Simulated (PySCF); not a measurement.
C₂H₃BrClIn, SMILES C=[CH][In]([Cl])[Br]. The structure is a stationary point at PBE-D3(BJ)/def2-SVP. The structure was generated by enumeration; whether it is a known compound was not checked. The def2 effective core potentials stand for the cores of In; spin–orbit coupling is left out. The values are those of a single conformer.

Computed equilibrium geometry at PBE-D3(BJ)/def2-SVP (PySCF confirms it by a frequency run) as Cartesian coordinates in Å, and its point group (one conformer of several):
point group Cs.
```xyz
8

In    -0.1320    -0.5032     0.0000
Cl     1.6609    -2.0434     0.0000
Br     0.5703     1.9033     0.0000
C     -2.2178    -0.9901     0.0000
C     -3.1375    -0.0087     0.0000
H     -2.5109    -2.0539     0.0000
H     -4.2198    -0.2355     0.0000
H     -2.8650     1.0611     0.0000
```
